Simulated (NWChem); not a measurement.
Species: NH3TeSe; SMILES N[Te][SeH]

```xyz
6

Te     0.3190    -0.8433    -0.0073
N     -1.6051    -1.4871    -0.0096
H     -1.8549    -2.0151     0.8220
H     -1.8612    -1.9892    -0.8551
Se    -0.0445     1.6598    -0.0281
H     -0.1211     1.8310     1.4350
```
Atoms are numbered in this order, from 1.

Program: NWChem. The geometry was optimised at PBE0/def2-SVP. No frequency run checked for a minimum. def2 effective core potentials on Te; no spin-orbit coupling. Ions are spin-unrestricted doublets at the neutral geometry; other ion states weren't tried.

### Question
Estimate the computed values for B3LYP/def2-SVP. Quantities: vertical ionisation energy, ΔSCF (eV); −ε(HOMO) (eV).

### Answer
The vertical ionisation energy, ΔSCF (eV) is 8.45 and the −ε(HOMO) (eV) comes out as 6.04.
